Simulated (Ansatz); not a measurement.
C6H3FSi, SMILES `C#C[Si](F)(C#C)C#C`, relaxed with RKS PBE0-D4/def2-TZVP in the Gaussian-basis code of Ansatz from a PBE-D4/def2-SVP geometry. The force threshold is 0.005 eV/Å; the program also tests the step.

Total charge 0; spin multiplicity 1.

Start:

```xyz
11

C     2.818    0.668   -0.320
C     1.596    0.555   -0.373
Si   -0.220    0.385   -0.445
F    -0.788    1.391   -1.603
C    -0.686   -1.323   -0.888
C    -0.995   -2.474   -1.188
C    -0.969    0.863    1.150
C    -1.470    1.184    2.225
H     3.895    0.769   -0.274
H    -1.269   -3.487   -1.454
H    -1.912    1.469    3.171
```

```
step  energy (eV)  largest force (eV/Å)  largest move (Å)
   1  -16852.1718                 1.829             0.000
   2  -16852.3030                 0.859             0.046
   3  -16852.3184                 0.216             0.018
   4  -16852.3192                 0.012             0.008
   5  -16852.3194                 0.006             0.011
   6  -16852.3194                 0.000             0.004
```

End:

```xyz
11

C     2.777    0.656   -0.314
C     1.577    0.559   -0.378
Si   -0.223    0.396   -0.456
F    -0.773    1.373   -1.579
C    -0.682   -1.300   -0.888
C    -0.980   -2.435   -1.164
C    -0.964    0.861    1.129
C    -1.448    1.160    2.191
H     3.838    0.744   -0.260
H    -1.244   -3.438   -1.410
H    -1.879    1.426    3.130
```

It took 22 s on 4 threads of an AMD EPYC 9R45 on a shared host, with 0.91 GiB of host memory at the peak.
